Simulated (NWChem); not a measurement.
Species: Si₂H₃, doublet; SMILES [SiH]=[SiH2]

Problem. Give the equilibrium geometry at PBE0/def2-SVP, spin-unrestricted (NWChem) as a list of bonds and angles, with the point group.

Solution. point group C1; any orientation.
Bond lengths (Å): Si1–Si2 2.281, Si1–H3 1.532, Si2–H4 1.500, Si2–H5 1.498. Bond angles (°): Si2–Si1–H3 89.2, Si1–Si2–H4 127.0, Si1–Si2–H5 123.4, H4–Si2–H5 107.6.
